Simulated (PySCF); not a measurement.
# Ionisation energy of Nb²⁷⁺ by level of theory

Nb²⁷⁺ [Ne] 3s2 3p2 (3P) → Nb²⁸⁺ [Ne] 3s2 3p1 (2P), as a difference of total energies. Calculation: PySCF 2.14, in an uncontracted even-tempered set (18 s from 3.4 bohr⁻², ratio 2.5; 12 p from 4.4 bohr⁻², ratio 2.5; 5 d from 19 bohr⁻², ratio 2.7; 4 f from 28 bohr⁻², ratio 2.7); the spin-free X2C one-electron Hamiltonian (Gaussian nucleus). Correlated levels: outer shells: 1s2 frozen; virtual orbitals above 40 to 60 times the deepest correlated orbital energy dropped. The calculations carry no spin-orbit coupling.

```json
{"method": "UHF", "ionisation energy (eV)": "1426.5"}
{"method": "LDA", "ionisation energy (eV)": "1427.8"}
{"method": "PBE", "ionisation energy (eV)": "1428.1"}
{"method": "PBE0", "ionisation energy (eV)": "1428.0"}
{"method": "r2SCAN", "ionisation energy (eV)": "1428.4"}
{"method": "B3LYP", "ionisation energy (eV)": "1428.5"}
{"method": "BHandHLYP", "ionisation energy (eV)": "1428.1"}
{"method": "MP2 (outer shells)", "ionisation energy (eV)": "1427.0"}
{"method": "SCS-MP2 (outer shells)", "ionisation energy (eV)": "1426.8"}
```

Spin-orbit coupling is strong in these open shells (close to jj coupling). The scalar numbers leave it out and a first-order estimate fails, so it can dominate the gap to the real levels.

Breit and QED terms and the two-electron picture change are absent.

For comparison: 1439 ± 3 eV (semi-empirical (NIST evaluation); NIST Atomic Spectra Database, ionization energies).
